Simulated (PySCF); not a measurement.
C6H12O.
Atom-mapped SMILES: `[OH:1][CH2:2][CH:3]1[CH2:4][CH2:5][CH2:6][CH2:7]1`

Geometry (GFN2-xTB, Å), atoms numbered from 1 in this order:
```xyz
19
C6H12O angstrom
O      2.6643   -1.1248   -0.3409
C      1.8842    0.0270   -0.5576
C      0.6111    0.0560    0.2882
C     -0.3197   -1.1293    0.0097
C     -1.6876   -0.6128    0.4393
C     -1.7017    0.8139   -0.1089
C     -0.2505    1.3069    0.0214
H      2.8607   -1.1903    0.6003
H      1.6305    0.0089   -1.6204
H      2.4770    0.9337   -0.3584
H      0.9015    0.0341    1.3456
H     -0.3226   -1.3466   -1.0594
H     -0.0168   -2.0301    0.5409
H     -2.5072   -1.2159    0.0513
H     -1.7552   -0.5998    1.5287
H     -2.4008    1.4552    0.4261
H     -1.9982    0.7965   -1.1582
H     -0.1508    2.0216    0.8378
H      0.0719    1.8053   -0.8929
```

Definitions: NICS(0) = −σiso at the ring centroid; NICS(1) = −σiso and NICS(1)zz = −σzz at ±1 Å along the ring normal z. Level: GIAO PBE0/pcSseg-1 (PySCF, non-relativistic, gas phase) on the GFN2-xTB geometry, one conformer.

Ring bond lengths (Å), with Mayer bond orders in brackets: C3–C4 1.533 (0.98), C4–C5 1.524 (1.03), C5–C6 1.528 (1.04), C6–C7 1.538 (1.04), C7–C3 1.542 (0.99).

Give the NICS values of each ring in ppm.

```csv
ring,type,NICS(0),"NICS(1), two faces","NICS(1)zz, two faces",rms pucker (Å),"centre to ring atoms, mean (Å)"
C3–C4–C5–C6–C7,5-membered carbocycle; formal bonds all single,-5.2,-4.0 / -3.8,-3.5 / -3.9,0.18,1.28
```

What can be read from them?

- C3–C4–C5–C6–C7: mean NICS(1)zz -3.7 ppm, shielded. C3, C4, C5, C6, C7 have four or more neighbours, so the value isn't read as a sign of a π ring current.

At the first NICS(1) probe listed for ring C3–C4–C5–C6–C7, 1 Å off the ring, how large is the induced field along the normal in 7.05 T applied along it?

NICSzz × B0 = -3.5 ppm × 7.05 T = -25 μT, against the applied field.

List the ring angles and the Hirshfeld charges of the ring atoms.

- C3–C4–C5–C6–C7: C3 104.9° (-0.032 e), C4 103.4° (-0.075 e), C5 102.9° (-0.071 e), C6 105.1° (-0.069 e), C7 106.4° (-0.069 e); sum 522.6° against 540° for a flat convex ring.

What are the shieldings of the ring atoms and their hydrogens in the same run (means over atoms taken as equivalent)?

```json
{"atoms": "C3", "environment": "sp3 CH carbon", "σ isotropic (ppm)": "137.7", "principal values of the symmetric part, first atom (ppm)": "109.8, 143.5, 159.8"}
{"atoms": "C4 (×2)", "environment": "ring CH2 carbon", "σ isotropic (ppm)": "154.1", "principal values of the symmetric part, first atom (ppm)": "130.6, 153.9, 163.4"}
{"atoms": "C5 (×2)", "environment": "ring CH2 carbon", "σ isotropic (ppm)": "157.1", "principal values of the symmetric part, first atom (ppm)": "131.1, 165.1, 170.4"}
{"atoms": "H11", "environment": "methine hydrogen", "σ isotropic (ppm)": "29.99", "principal values of the symmetric part, first atom (ppm)": "26.5, 28.6, 34.9"}
{"atoms": "H12 (×2)", "environment": "methylene hydrogen", "σ isotropic (ppm)": "30.66", "principal values of the symmetric part, first atom (ppm)": "25.9, 29.7, 36.2"}
{"atoms": "H13 (×2)", "environment": "methylene hydrogen", "σ isotropic (ppm)": "29.76", "principal values of the symmetric part, first atom (ppm)": "24.4, 28.6, 35.6"}
{"atoms": "H14 (×2)", "environment": "methylene hydrogen", "σ isotropic (ppm)": "30.05", "principal values of the symmetric part, first atom (ppm)": "25.1, 27.1, 37.5"}
{"atoms": "H15 (×2)", "environment": "methylene hydrogen", "σ isotropic (ppm)": "30.12", "principal values of the symmetric part, first atom (ppm)": "25.9, 27.9, 37.1"}
```
